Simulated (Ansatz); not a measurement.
## Molecular dynamics, step by step

GeNH7O, closed shell, BLYP-D4/STO-3G (Ansatz 0.2.0). Settings (timestep in fs, temperature in K; T counts 24 degrees of freedom):

```yaml
hamiltonian: {xc: {name: BLYP}, dispersion: d4}
md: {n_steps: 40, timestep: 0.25, temperature: 1500, ensemble: nve, seed: 309, initial_velocities: maxwell_boltzmann}
```

Start, the saddle point found with PBE0-D4 in triple zeta (not stationary at another level):

| atom | x (Å) | y (Å) | z (Å) |
| --- | --- | --- | --- |
| Ge1 | -0.6617 | -0.6054 | -0.3447 |
| N2 | 1.2070 | 0.0579 | -0.0512 |
| H3 | -0.2165 | -1.6666 | -1.4304 |
| H4 | -1.2078 | -1.4771 | 0.7903 |
| H5 | -1.5861 | 0.3084 | -1.1702 |
| H6 | 0.6749 | 0.8219 | 0.6260 |
| O7 | -0.5848 | 0.9869 | 1.1220 |
| H8 | 1.8209 | -0.6002 | 0.4124 |
| H9 | 1.6624 | 0.4076 | -0.8842 |
| H10 | -1.1081 | 1.7664 | 0.9300 |

| step | time (fs) | potential energy less the start (meV) | kinetic energy (meV) | T (K) |
| --- | --- | --- | --- | --- |
| 0 | 0.00 | 0.0 | 1551.1 | 1500 |
| 2 | 0.50 | -123.0 | 1673.4 | 1618 |
| 4 | 1.00 | -239.7 | 1789.8 | 1731 |
| 6 | 1.50 | -327.8 | 1877.9 | 1816 |
| 8 | 2.00 | -380.2 | 1930.3 | 1867 |
| 10 | 2.50 | -392.3 | 1942.3 | 1878 |
| 12 | 3.00 | -361.1 | 1911.2 | 1848 |
| 14 | 3.50 | -289.7 | 1839.9 | 1779 |
| 16 | 4.00 | -187.0 | 1737.5 | 1680 |
| 18 | 4.50 | -65.0 | 1615.6 | 1562 |
| 20 | 5.00 | 65.0 | 1485.7 | 1437 |
| 22 | 5.50 | 194.1 | 1356.6 | 1312 |
| 24 | 6.00 | 316.2 | 1234.6 | 1194 |
| 26 | 6.50 | 428.3 | 1122.4 | 1085 |
| 28 | 7.00 | 530.8 | 1019.8 | 986 |
| 30 | 7.50 | 622.4 | 928.3 | 898 |
| 32 | 8.00 | 687.0 | 864.3 | 836 |
| 34 | 8.50 | 683.7 | 868.3 | 840 |
| 36 | 9.00 | 569.1 | 982.9 | 950 |
| 38 | 9.50 | 349.4 | 1201.4 | 1162 |
| 40 | 10.00 | 96.3 | 1453.1 | 1405 |

Step 4, positions (Å) and forces (eV/Å):

```tsv
atom	x	y	z	Fx	Fy	Fz
Ge1	-0.662	-0.605	-0.345	-1.617	-0.235	-0.039
N2	1.198	0.057	-0.050	-2.073	0.826	-2.077
H3	-0.164	-1.660	-1.392	-0.476	1.127	0.982
H4	-1.191	-1.478	0.783	0.616	0.980	-1.583
H5	-1.601	0.313	-1.124	1.080	-1.442	0.748
H6	0.638	0.872	0.566	-1.712	1.427	2.121
O7	-0.577	0.977	1.118	1.781	-1.373	-0.080
H8	1.787	-0.596	0.405	2.067	-2.219	2.049
H9	1.747	0.396	-0.852	0.468	0.426	-1.253
H10	-1.137	1.818	0.936	-0.135	0.484	-0.869
```

Step 8, positions (Å) and forces (eV/Å):

| atom | x | y | z | Fx | Fy | Fz |
| --- | --- | --- | --- | --- | --- | --- |
| Ge1 | -0.663 | -0.604 | -0.345 | -1.145 | -0.430 | -0.278 |
| N2 | 1.187 | 0.058 | -0.049 | -0.429 | 1.465 | -2.858 |
| H3 | -0.116 | -1.643 | -1.344 | -0.655 | 0.885 | 0.651 |
| H4 | -1.168 | -1.469 | 0.761 | 0.476 | 0.840 | -1.269 |
| H5 | -1.605 | 0.304 | -1.071 | 0.960 | -1.322 | 0.500 |
| H6 | 0.585 | 0.936 | 0.526 | -1.239 | 0.743 | 2.263 |
| O7 | -0.567 | 0.966 | 1.114 | 0.024 | 1.566 | -0.439 |
| H8 | 1.773 | -0.611 | 0.416 | 1.445 | -1.744 | 2.013 |
| H9 | 1.836 | 0.389 | -0.832 | -0.737 | -0.131 | -0.261 |
| H10 | -1.167 | 1.874 | 0.934 | 1.299 | -1.872 | -0.321 |

Step 32, positions (Å) and forces (eV/Å):

```tsv
atom	x	y	z	Fx	Fy	Fz
Ge1	-0.667	-0.601	-0.348	3.481	-0.585	-1.390
N2	1.156	0.069	-0.068	1.846	-0.169	2.737
H3	0.032	-1.517	-1.095	-0.554	-1.426	-1.841
H4	-1.028	-1.390	0.613	-0.761	-1.353	2.362
H5	-1.588	0.145	-0.779	-1.794	1.472	-1.465
H6	0.280	1.295	0.615	3.632	-1.144	-0.662
O7	-0.529	0.941	1.090	-0.651	-1.254	3.132
H8	1.637	-0.681	0.603	-1.048	1.391	-0.663
H9	1.993	0.237	-0.674	-0.350	-0.216	-1.816
H10	-1.070	1.714	0.928	-3.801	3.283	-0.392
```

Last step (40):

Ge1  (-0.666, -0.600, -0.350)
N2  (1.162, 0.073, -0.066)
H3  (0.032, -1.552, -1.118)
H4  (-1.026, -1.435, 0.694)
H5  (-1.672, 0.158, -0.766)
H6  (0.365, 1.340, 0.654)
O7  (-0.524, 0.941, 1.092)
H8  (1.500, -0.600, 0.624)
H9  (1.939, 0.149, -0.684)
H10  (-1.132, 1.679, 0.923)
(Å)

Hardware: 4 CPU threads of an Arm Neoverse V1, shared host. Wall time about 20 s.
